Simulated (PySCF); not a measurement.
# Spin-rotation constants: SMILES C/C=C/S(=O)(=O)CF, C4H7FO2S

Molfile (atoms numbered from 1):
```
C4H7FO2S
     RDKit          3D

 15 14  0  0  0  0  0  0  0  0999 V2000
    2.5949    0.3172   -0.0333 C   0  0  0  0  0  0  0  0  0  0  0  0
    1.2330   -0.2650   -0.1458 C   0  0  0  0  0  0  0  0  0  0  0  0
    0.2496   -0.1050    0.7184 C   0  0  0  0  0  0  0  0  0  0  0  0
   -1.3229   -0.8730    0.3922 S   0  0  0  0  0  6  0  0  0  0  0  0
   -1.1869   -1.8326   -0.6645 O   0  0  0  0  0  0  0  0  0  0  0  0
   -1.9326   -1.2935    1.6234 O   0  0  0  0  0  0  0  0  0  0  0  0
   -2.3540    0.5359   -0.2343 C   0  0  0  0  0  0  0  0  0  0  0  0
   -1.5798    1.2603   -1.0835 F   0  0  0  0  0  0  0  0  0  0  0  0
    2.7059    0.8989    0.8777 H   0  0  0  0  0  0  0  0  0  0  0  0
    2.7873    0.9563   -0.8936 H   0  0  0  0  0  0  0  0  0  0  0  0
    3.3372   -0.4792   -0.0458 H   0  0  0  0  0  0  0  0  0  0  0  0
    1.0325   -0.8761   -1.0163 H   0  0  0  0  0  0  0  0  0  0  0  0
    0.2885    0.4560    1.6338 H   0  0  0  0  0  0  0  0  0  0  0  0
   -3.2119    0.1432   -0.7793 H   0  0  0  0  0  0  0  0  0  0  0  0
   -2.6453    1.1647    0.6064 H   0  0  0  0  0  0  0  0  0  0  0  0
  1  2  1  0
  2  3  2  0
  3  4  1  0
  4  5  2  0
  4  6  2  0
  4  7  1  0
  7  8  1  0
  1  9  1  0
  1 10  1  0
  1 11  1  0
  2 12  1  0
  3 13  1  0
  7 14  1  0
  7 15  1  0
M  END
```

Computed with PySCF 2.14.0, GIAO HF/pcSseg-1 magnetisability, rotational g tensor and spin-rotation constants, non-relativistic, gas phase. Geometry: GFN2-xTB.

Q: Give the nuclear spin-rotation constants along the inertial axes (H = +C I·J) beside the isotropic shieldings.

A: Rotational constants 2.3738, 1.2897, 1.0322 GHz. A star marks the isotopologue with that one atom substituted, in its own axes.
| atom | isotope | Caa (kHz) | Cbb (kHz) | Ccc (kHz) | mean (kHz) | σ (ppm) |
| --- | --- | --- | --- | --- | --- | --- |
| F8 | 19F | 0.476 | 0.110 | 0.283 | 0.290 | 438.8 |
| H9 | 1H | -0.237 | -0.153 | 0.024 | -0.122 | 30.0 |
| H10 | 1H | -0.207 | -0.011 | -0.106 | -0.108 | 30.0 |
| H11 | 1H | -0.138 | -0.062 | -0.094 | -0.098 | 29.9 |
| H12 | 1H | -0.201 | -0.155 | 0.102 | -0.085 | 24.7 |
| H13 | 1H | -0.232 | -0.172 | 0.093 | -0.103 | 26.3 |
| H14 | 1H | 0.020 | -0.130 | -0.063 | -0.058 | 26.9 |
| H15 | 1H | -0.241 | -0.139 | 0.050 | -0.110 | 27.4 |
| C1 | 13C* | 0.304 | 0.159 | 0.143 | 0.202 | 174.6 |
| C2 | 13C* | 1.079 | 0.142 | 0.504 | 0.575 | 30.1 |
| C3 | 13C* | 0.794 | 0.243 | 0.387 | 0.474 | 65.0 |
| S4 | 33S* | 0.990 | 0.495 | 0.349 | 0.611 | 233.0 |
| O5 | 17O* | -0.402 | -0.166 | -0.208 | -0.258 | 194.0 |
| C7 | 13C* | 0.618 | 0.277 | 0.247 | 0.381 | 102.2 |

For the geometry as given, no vibrational averaging.

Q: How do the rotational constants and the g tensor change when H9, H10, H11, H12, H13, H14, H15 are replaced by deuterium?

A: Constants 2.2378, 1.1139, 0.9219 GHz; g -0.0358, -0.0053, -0.0125, against -0.0374, -0.0061, -0.0138 before.
